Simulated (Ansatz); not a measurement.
## Molecular dynamics of AlFH6O2Si2

input.yaml

```yaml
crystal:
  periodic: [false, false, false]
  atoms:
    - { symbol: Al, position_ang: [0.021768, -0.242853, 0.01055] }
    - { symbol: F, position_ang: [-0.640751, 0.72566, 1.136113] }
    - { symbol: O, position_ang: [1.672467, -0.148114, -0.28267] }
    - { symbol: Si, position_ang: [2.345048, -1.166121, -1.450091] }
    - { symbol: H, position_ang: [1.785939, -0.946987, -2.770044] }
    - { symbol: H, position_ang: [3.761253, -0.882196, -1.50773] }
    - { symbol: H, position_ang: [2.178317, -2.569976, -1.127179] }
    - { symbol: O, position_ang: [-0.886873, -1.341217, -0.880717] }
    - { symbol: Si, position_ang: [-2.546161, -1.479374, -0.619198] }
    - { symbol: H, position_ang: [-2.858363, -1.905028, 0.731917] }
    - { symbol: H, position_ang: [-3.251088, -0.233931, -0.856232] }
    - { symbol: H, position_ang: [-3.058456, -2.47166, -1.536718] }
basis:
  gaussian: { orbitals: STO-3G }
hamiltonian:
  xc: pbe0
  dispersion: d4
md:
  timestep: 0.5
  n_steps: 300
  ensemble: nve
  temperature: 400.0
  initial_velocities: maxwell_boltzmann
  seed: 371187
  masses: [{ species: H, mass: 2.014 }]
```

Launched with:

```bash
$ ansatz run input.yaml --threads 1 --pin off --max-ram 2048MiB --backend cpu --events-out ev --progress --plain --runs-dir out
```

It starts from a relaxed structure.

Output, in part (step lines, the closing report, with atoms numbered from 0):

```
md step     0: t =     0.00 fs  T =   400.0 K  F+E_penalty+E_count = -28891.10612225 eV  E_kin = 0.517040 eV  conserved = -28890.58908226 eV  (22 SCF iters)
md step     1: t =     0.50 fs  T =   397.8 K  F+E_penalty+E_count = -28891.10328554 eV  E_kin = 0.514226 eV  conserved = -28890.58905907 eV  (22 SCF iters)
md step     2: t =     1.00 fs  T =   391.6 K  F+E_penalty+E_count = -28891.09513847 eV  E_kin = 0.506128 eV  conserved = -28890.58901081 eV  (22 SCF iters)
md step     3: t =     1.50 fs  T =   381.8 K  F+E_penalty+E_count = -28891.08241608 eV  E_kin = 0.493472 eV  conserved = -28890.58894443 eV  (22 SCF iters)
md step     4: t =     2.00 fs  T =   369.2 K  F+E_penalty+E_count = -28891.06614800 eV  E_kin = 0.477280 eV  conserved = -28890.58886788 eV  (22 SCF iters)
md step     5: t =     2.50 fs  T =   354.9 K  F+E_penalty+E_count = -28891.04753353 eV  E_kin = 0.458744 eV  conserved = -28890.58878905 eV  (22 SCF iters)
md step     6: t =     3.00 fs  T =   339.7 K  F+E_penalty+E_count = -28891.02781496 eV  E_kin = 0.439100 eV  conserved = -28890.58871532 eV  (22 SCF iters)
md step     7: t =     3.50 fs  T =   324.5 K  F+E_penalty+E_count = -28891.00816008 eV  E_kin = 0.419507 eV  conserved = -28890.58865263 eV  (22 SCF iters)
[... lines left out ...]
md step   297: t =   148.50 fs  T =   128.1 K  F+E_penalty+E_count = -28890.75419525 eV  E_kin = 0.165571 eV  conserved = -28890.58862411 eV  (22 SCF iters)
md step   298: t =   149.00 fs  T =   127.5 K  F+E_penalty+E_count = -28890.75335275 eV  E_kin = 0.164745 eV  conserved = -28890.58860821 eV  (21 SCF iters)
md step   299: t =   149.50 fs  T =   128.3 K  F+E_penalty+E_count = -28890.75440628 eV  E_kin = 0.165806 eV  conserved = -28890.58860030 eV  (20 SCF iters)
md step   300: t =   150.00 fs  T =   130.7 K  F+E_penalty+E_count = -28890.75748865 eV  E_kin = 0.168887 eV  conserved = -28890.58860167 eV  (24 SCF iters)
Total energy: -28890.75750745 eV, -1061.7157555401 hartree
Atom 0 at     0.048623    -0.431948     0.007413 Å, force    -0.678880    -0.929002    -0.495189 eV/Å
Atom 1 at    -0.650793     0.765185     0.835697 Å, force     0.039220     0.395136     0.295302 eV/Å
Atom 2 at     1.726899    -0.562050    -0.076834 Å, force    -0.465896    -0.001648     0.566705 eV/Å
Atom 3 at     2.512503    -0.943929    -1.491546 Å, force     1.518569    -0.107105    -0.691121 eV/Å
Atom 4 at     1.625633    -1.437731    -2.508017 Å, force    -0.214796    -0.127442    -0.296855 eV/Å
Atom 5 at     3.185338     0.247701    -2.015229 Å, force    -0.362624    -0.201749     0.100089 eV/Å
Atom 6 at     3.624172    -1.920086    -1.360796 Å, force    -0.876596     0.423224     0.301461 eV/Å
Atom 7 at    -1.030629    -1.596407    -0.621779 Å, force     0.639304    -0.073257    -0.295558 eV/Å
Atom 8 at    -2.704828    -1.334933    -0.603506 Å, force     0.957506     1.694448     1.376655 eV/Å
Atom 9 at    -3.120943    -1.412013     0.800638 Å, force    -0.283217    -0.200431    -0.476803 eV/Å
Atom 10 at    -2.936214     0.051067    -1.003132 Å, force    -0.282843    -0.285741    -0.074424 eV/Å
Atom 11 at    -3.498410    -2.175461    -1.436412 Å, force     0.010253    -0.586434    -0.310262 eV/Å
Dipole moment:    -0.068324    -0.048258    -0.085991 e Å
```

The steps, from the saved trajectory:

| time (fs) | T (K) | potential energy less start (eV) | conserved less start (meV/atom) |
| --- | --- | --- | --- |
| 0 | 400 | 0.000 | 0.00 |
| 5 | 286 | 0.148 | 0.04 |
| 10 | 215 | 0.239 | 0.02 |
| 15 | 184 | 0.280 | 0.04 |
| 20 | 215 | 0.240 | 0.03 |
| 25 | 255 | 0.187 | 0.02 |
| 30 | 234 | 0.215 | 0.04 |
| 35 | 233 | 0.216 | 0.01 |
| 40 | 165 | 0.304 | 0.04 |
| 45 | 187 | 0.275 | 0.02 |
| 50 | 190 | 0.272 | 0.03 |
| 55 | 233 | 0.216 | 0.04 |
| 60 | 283 | 0.151 | 0.01 |
| 65 | 205 | 0.253 | 0.04 |
| 70 | 187 | 0.276 | 0.02 |
| 75 | 197 | 0.263 | 0.04 |
| 80 | 242 | 0.205 | 0.02 |
| 85 | 211 | 0.245 | 0.03 |
| 90 | 156 | 0.316 | 0.04 |
| 95 | 151 | 0.323 | 0.03 |
| 100 | 153 | 0.320 | 0.04 |
| 105 | 193 | 0.268 | 0.02 |
| 110 | 164 | 0.305 | 0.03 |
| 115 | 116 | 0.367 | 0.04 |
| 120 | 139 | 0.338 | 0.02 |
| 125 | 147 | 0.327 | 0.04 |
| 130 | 191 | 0.271 | 0.03 |
| 135 | 221 | 0.232 | 0.03 |
| 140 | 202 | 0.257 | 0.03 |
| 145 | 152 | 0.321 | 0.03 |
| 150 | 131 | 0.349 | 0.04 |

All steps were run. The conserved energy stayed within 0.053 meV per atom of its start (net change 0.04 meV per atom), so the integration is sound. Over the second half the temperature averaged 0.43 of the 400 K drawn at the start: a run that starts near a minimum puts about half its kinetic energy into the potential. A run of 0.15 ps of so small a system gives no equilibrium averages. Limits of this set-up: minimal basis.

No bond is clearly made or broken; grazing contacts change: Al1–Si4 2.90 → 2.93 Å. Pairs count as bonded within 1.25 times the sum of covalent radii (0.12 Å more for H–H).

Last frame:

```xyz
12
Properties=species:S:1:pos:R:3
Al 0.049 -0.432 0.007
F -0.651 0.765 0.836
O 1.727 -0.562 -0.077
Si 2.513 -0.944 -1.492
H 1.626 -1.438 -2.508
H 3.185 0.248 -2.015
H 3.624 -1.920 -1.361
O -1.031 -1.596 -0.622
Si -2.705 -1.335 -0.604
H -3.121 -1.412 0.801
H -2.936 0.051 -1.003
H -3.498 -2.175 -1.436
```

The run took 16 min on 1 thread of Arm Neoverse V1, with other jobs on the host, peak memory 0.13 GiB.
